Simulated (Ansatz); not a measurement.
`C[Si](C)(O)P`, charge 0, multiplicity 1.

**Question.** Give a relaxed structure at PBE0-D4/def2-TZVP (Ansatz). (Best estimate.)

**Answer.** The calculation gave: 
Z-matrix (Å, degrees):
```
C
Si 1 1.869
H 1 1.093 2 110.8
H 1 1.095 2 111.0 3 -119.5
H 1 1.092 2 111.1 3 120.1
C 2 1.867 1 109.9 3 59.9
O 2 1.657 1 110.2 3 -177.1
P 2 2.255 1 113.8 3 -61.8
H 6 1.093 2 111.1 1 -61.4
H 6 1.094 2 110.9 1 58.3
H 6 1.092 2 110.9 1 178.3
H 7 0.958 2 117.5 1 -45.2
H 8 1.423 2 92.6 1 53.6
H 8 1.421 2 94.0 1 -39.8
```
This is one stationary point; other conformers may exist.
